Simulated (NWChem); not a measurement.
A series in which one site is exchanged, each optimised at PBE0/def2-SVP with NWChem, gas phase unless a solvent is named. Some are not confirmed as minima by frequencies. def2 effective core potentials on I; no spin-orbit coupling.

A: [F][AlH2] (AlH₂F; site = H)
B: [F][AlH][F] (AlHF$_{2}$; site = F)
C: [F][AlH][Cl] (AlHClF; site = Cl)
D: [I][AlH][F] (AlHIF; site = I)

**Question.** Rank them by static polarisability, PBE/def2-SVPD (bohr³), lowest first.

**Answer.** B (26.1), A (29.6), C (40.5), D (63.4)
